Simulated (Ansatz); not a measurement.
Coupled-cluster diagnostics for Cu₂H₂⁺, Ansatz.

Geometry of the doublet (r2SCAN-D4/def2-TZVP):

```xyz
4

Cu   -0.689    0.208    0.895
Cu    0.689   -0.209   -0.894
H     0.831   -0.437    0.740
H    -0.830    0.438   -0.741
```

Correlated methods freeze 18 core orbitals. The structure comes from a short search, and lower isomers may exist.

Geometry of the charge 1 quartet (r2SCAN-D4/def2-TZVP):

```xyz
4

Cu   -1.316   -0.204   -0.376
Cu    1.101    0.200    0.373
H     0.614   -0.465   -0.959
H    -0.400    0.469    0.962
```

(1) Estimate the CCSD(T) correlation energy, the shares of MP2 and (T), T1 and the reference's ⟨S²⟩ for: charge 1, doublet, own geometry in def2-TZVPP; charge 1, quartet, own geometry in def2-TZVPP; and the rough time on 2 threads of Arm Neoverse V2 on a shared host.

Results:

(1) 
| state | basis | correlation (eV) | MP2 share (%) | (T) share (%) | T1 | ⟨S²⟩ (pure) | wall time | remarks |
| --- | --- | --- | --- | --- | --- | --- | --- | --- |
| charge 1, doublet, own geometry | def2-TZVPP | -25.940 | 109.4 | 4.5 | 0.029 | 0.79 (0.75) | 72 s | – |
| charge 1, quartet, own geometry | def2-TZVPP | -22.446 | 99.1 | 3.2 | 0.068 | 3.77 (3.75) | 1.7 min | large T1 |
Customary marks for T1 are 0.02 (closed shells), 0.045 (open shells) and about 0.05 (3d metals). T1 exceeds 0.02 in 2 of 2 rows and 0.045 in 1; the higher it lies, the less the single-reference result can be trusted.
